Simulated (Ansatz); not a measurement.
Coupled-cluster run, `CC[O][Ti]([OH])([O]CC)[O]CC`.

```yaml
crystal:
  periodic: [false, false, false]
  atoms:
    - {symbol: C, position_ang: [-1.147479, -3.531676, -0.808965]}
    - {symbol: C, position_ang: [-0.671515, -2.663864, 0.334791]}
    - {symbol: O, position_ang: [-0.554793, -1.330738, -0.068074]}
    - {symbol: Ti, position_ang: [-0.988266, 0.348638, 0.377703]}
    - {symbol: O, position_ang: [-2.484399, 0.321273, 1.407851]}
    - {symbol: O, position_ang: [-1.257238, 1.283549, -1.117758]}
    - {symbol: C, position_ang: [-0.866860, 2.281396, -2.011000]}
    - {symbol: C, position_ang: [0.485244, 2.865628, -1.662956]}
    - {symbol: O, position_ang: [0.344932, 1.055861, 1.326966]}
    - {symbol: C, position_ang: [1.677238, 1.049933, 1.738698]}
    - {symbol: C, position_ang: [2.290837, -0.332032, 1.674741]}
    - {symbol: H, position_ang: [-1.215445, -4.575719, -0.492236]}
    - {symbol: H, position_ang: [-0.455313, -3.468755, -1.651081]}
    - {symbol: H, position_ang: [-2.133278, -3.209299, -1.150772]}
    - {symbol: H, position_ang: [-1.366783, -2.738274, 1.181502]}
    - {symbol: H, position_ang: [0.308968, -3.010199, 0.687612]}
    - {symbol: H, position_ang: [-3.385206, 0.524990, 1.154805]}
    - {symbol: H, position_ang: [-0.845090, 1.853475, -3.021237]}
    - {symbol: H, position_ang: [-1.629547, 3.070490, -2.010789]}
    - {symbol: H, position_ang: [0.754927, 3.649829, -2.374866]}
    - {symbol: H, position_ang: [0.472881, 3.296579, -0.659506]}
    - {symbol: H, position_ang: [1.257460, 2.093060, -1.694586]}
    - {symbol: H, position_ang: [2.245901, 1.745500, 1.107228]}
    - {symbol: H, position_ang: [1.721776, 1.436304, 2.764530]}
    - {symbol: H, position_ang: [3.334181, -0.298651, 1.998672]}
    - {symbol: H, position_ang: [2.255293, -0.725417, 0.656353]}
    - {symbol: H, position_ang: [1.749876, -1.022482, 2.325874]}
basis:
  gaussian: {orbitals: def2-SVP}
correlation: {method: ccsd_t}
```

```sh
$ ansatz run in.yaml --threads 11 --pin off --events-out ev --progress --plain --max-ram 120832MiB --backend cuda --devices 0, --max-vram 75GiB
```

The program prints (abridged):

```
Functional definition: HF
2572 factors; integrals over basis functions are off by at most 1.4e-3 eV
mean field evaluation 1: about -37649.0357 eV, gradient 7.6e1 eV
mean field evaluation 2: about -37649.3374 eV, gradient 7.6e1 eV
mean field evaluation 4: about -37661.7078 eV, gradient 9.8e0 eV
mean field evaluation 8: about -37661.9972 eV, gradient 6.9e-1 eV
mean field -37661.99887165 eV, -1384.0529303134 hartree, gradient 2.2e-6 eV, S^2 0.000000; 0 other end points of the search recorded, 0 dependent functions left out
15 core orbitals not correlated: weight in the atoms' cores, before any rotation towards them, 1.000 or more for the frozen orbitals, at most 0.000 for the correlated occupied ones
reference -37661.99887165 eV, -1384.0529303134 hartree; 38, 38 occupied and 198, 198 virtual orbitals, 2572 factors
second order -52.35721823 eV of doubles, -0.00000000 eV of singles
cycle   1  -52.51573982 eV  change   -1.6e-1 eV  update   2.7e-1
cycle   2  -54.06714124 eV  change    -1.6e0 eV  update   1.6e-1
cycle   3  -54.65464785 eV  change   -5.9e-1 eV  update   5.7e-2
cycle   4  -54.70820657 eV  change   -5.4e-2 eV  update   1.7e-2
cycle   5  -54.68682997 eV  change    2.1e-2 eV  update   6.9e-3
cycle   6  -54.68281781 eV  change    4.0e-3 eV  update   2.8e-3
cycle   7  -54.68379682 eV  change   -9.8e-4 eV  update   1.3e-3
cycle   8  -54.68310436 eV  change    6.9e-4 eV  update   4.5e-4
cycle   9  -54.68298490 eV  change    1.2e-4 eV  update   1.8e-4
cycle  10  -54.68331957 eV  change   -3.3e-4 eV  update   8.6e-5
cycle  11  -54.68319576 eV  change    1.2e-4 eV  update   4.2e-5
cycle  12  -54.68312147 eV  change    7.4e-5 eV  update   1.9e-5
perturbative correction -1.96652323 eV, -0.0722683959 hartree
Total energy: -37718.64851635 eV, -1386.1347663578 hartree
```

Hardware: 11 threads of an AMD EPYC 7R13 on a shared host and a whole NVIDIA H100 80 GB. Wall time 5.5 s, peak host memory 1.6 GiB.

MP2 recovers 92.4 % of the CCSD(T) correlation energy and the triples give 3.5 %; T1 = 0.0180.
